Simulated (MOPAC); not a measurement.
MOPAC input (PM7):

```
PM7 1SCF UHF MS=0.5 GEO-OK AUX(PRECISION=9) THREADS=1
BO2

O    -0.00000000 1   -0.00000000 1   -1.26121000 1
B     0.00000000 1    0.00000000 1    0.00000000 1
O     0.00000000 1    0.00000000 1    1.26121000 1
```

Output:

```
 *******************************************************************************
 **                                                                           **
 **                              MOPAC v23.2.5                                **
 **                                                                           **
 *******************************************************************************
 ** MOPAC's Digital Object Identifier: https://doi.org/10.5281/zenodo.6511958 **
 **                                                                           **
 ** Please cite the open-source release paper for use of this MOPAC version:  **
 ** J. E. Moussa and J. J. P. Stewart (2026)                                  **
 ** MOPAC: An open-source semiempirical molecular orbital program             **
 ** J. Open Source Softw., 11(119), 8025, https://doi.org/10.21105/joss.08025 **
 *******************************************************************************

                              PM7 CALCULATION RESULTS

 *******************************************************************************
 *  PM7        - The PM7 Hamiltonian to be used
 *  GEO-OK     - OVERRIDE INTERATOMIC DISTANCE AND OTHER SAFETY CHECKS
 *  UHF        - UNRESTRICTED HARTREE-FOCK CALCULATION
 *  MS=        - IN MECI, MAGNETIC COMPONENT OF SPIN =  0.5
 *  1SCF       - DO 1 SCF AND THEN STOP
 *  AUX        - OUTPUT AUXILIARY INFORMATION
 *******************************************************************************
PM7 1SCF UHF MS=0.5 GEO-OK AUX(PRECISION=9) THREADS=1
 BO2

   ATOM   CHEMICAL          X               Y               Z
  NUMBER   SYMBOL      (ANGSTROMS)     (ANGSTROMS)     (ANGSTROMS)

     1       O         -0.00000000  *  -0.00000000  *  -1.26121000  *
     2       B          0.00000000  *   0.00000000  *   0.00000000  *
     3       O          0.00000000  *   0.00000000  *   1.26121000  *

          CARTESIAN COORDINATES

    NO.       ATOM           X           Y           Z

     1         O         -0.0000     -0.0000     -1.2612
     2         B          0.0000      0.0000      0.0000
     3         O          0.0000      0.0000      1.2612

 General Reference for PM7:
 "Optimization of Parameters for Semiempirical Methods VI: More Modifications to the
 NDDO Approximations and Re-optimization of Parameters", J. J. P. Stewart, J. Mol. Mod., 1:32, 19 (2013)
 https://link.springer.com/article/10.1007/s00894-012-1667-x

           Empirical Formula: O2 B  =     3 atoms

      MOLECULAR POINT GROUP   :   D*h

          UHF CALCULATION, NO. OF ALPHA ELECTRONS =    8
                           NO. OF BETA  ELECTRONS =    7

 -------------------------------------------------------------------------------
 PM7 1SCF UHF MS=0.5 GEO-OK AUX(PRECISION=9) THREADS=1
 BO2

     1SCF WAS SPECIFIED, SO BFGS WAS NOT USED
     SCF FIELD WAS ACHIEVED

                              PM7 CALCULATION
                                                       MOPAC v23.2.5 Linux

          FINAL HEAT OF FORMATION =        -71.44277 KCAL/MOL =    -298.91654 KJ/MOL

          COSMO AREA              =         68.95 SQUARE ANGSTROMS
          COSMO VOLUME            =         50.63 CUBIC ANGSTROMS

          IONIZATION POTENTIAL    =         11.404367 EV
          ALPHA SOMO LUMO (EV)    =        -12.199 -0.537
          BETA  SOMO LUMO (EV)    =        -11.404 -3.651
          NO. OF ALPHA ELECTRONS  =          8
          NO. OF BETA  ELECTRONS  =          7
          MOLECULAR WEIGHT        =         42.8088         POINT GROUP:  D*h

          MOLECULAR DIMENSIONS (Angstroms)

            Atom       Atom       Distance
            O     3    O     1     2.52242
            O     3    O     1     0.00000
            O     1    B     2     0.00000

          SCF CALCULATIONS        =          1

   ATOM   CHEMICAL          X               Y               Z
  NUMBER   SYMBOL      (ANGSTROMS)     (ANGSTROMS)     (ANGSTROMS)

     1       O         -0.00000000  *  -0.00000000  *  -1.26121000  *
     2       B          0.00000000  *   0.00000000  *   0.00000000  *
     3       O          0.00000000  *   0.00000000  *   1.26121000  *

                             CARTESIAN COORDINATES

   1    O       -0.000000000    -0.000000000    -1.261210000
   2    B        0.000000000     0.000000000     0.000000000
   3    O        0.000000000     0.000000000     1.261210000

           Empirical Formula: O2 B  =     3 atoms

      MOLECULAR POINT GROUP   :   D*h

          ALPHA EIGENVALUES
 -32.39204 -29.90763 -16.05315 -15.78630 -14.89889 -14.38096 -13.38090 -12.19910
  -0.53650  -0.12013   3.49182   3.77843

           BETA EIGENVALUES
 -29.73380 -27.03427 -15.35187 -14.33731 -13.54116 -12.92760 -11.40437  -3.65097
   0.19445   1.00619   4.02500   4.21284

              NET ATOMIC CHARGES AND DIPOLE CONTRIBUTIONS

  ATOM NO.   TYPE          CHARGE      No. of ELECS.   s-Pop       p-Pop
    1          O          -0.212845        6.2128     1.86294     4.34990
    2          B           0.425690        2.5743     0.63524     1.93907
    3          O          -0.212845        6.2128     1.86294     4.34990
 DIPOLE           X         Y         Z       TOTAL
 POINT-CHG.     0.000     0.000     0.000     0.000
 HYBRID         0.000     0.000    -0.000     0.000
 SUM            0.000     0.000     0.000     0.000

          ATOMIC ORBITAL ELECTRON POPULATIONS

     Atom    s        px        py        pz
    1  O   1.86294   1.71035   1.15685   1.48270
    2  B   0.63524   0.57929   0.68630   0.67347
    3  O   1.86294   1.71035   1.15685   1.48270

                    (SZ)    =    0.500000
                    (S**2)  =    0.810184

          ATOMIC ORBITAL SPIN POPULATIONS

    Atom   Total    s     px     py     pz
         Atomic
    1  O  0.6545  0.017  0.016  0.612  0.009
    2  B -0.3090 -0.030 -0.032 -0.224 -0.023
    3  O  0.6545  0.017  0.016  0.612  0.009

 **********************
 *                    *
 * JOB ENDED NORMALLY *
 *                    *
 **********************

 == MOPAC DONE ==
```

The geometry given is a B3LYP-D3(BJ)/def2-TZVP minimum.
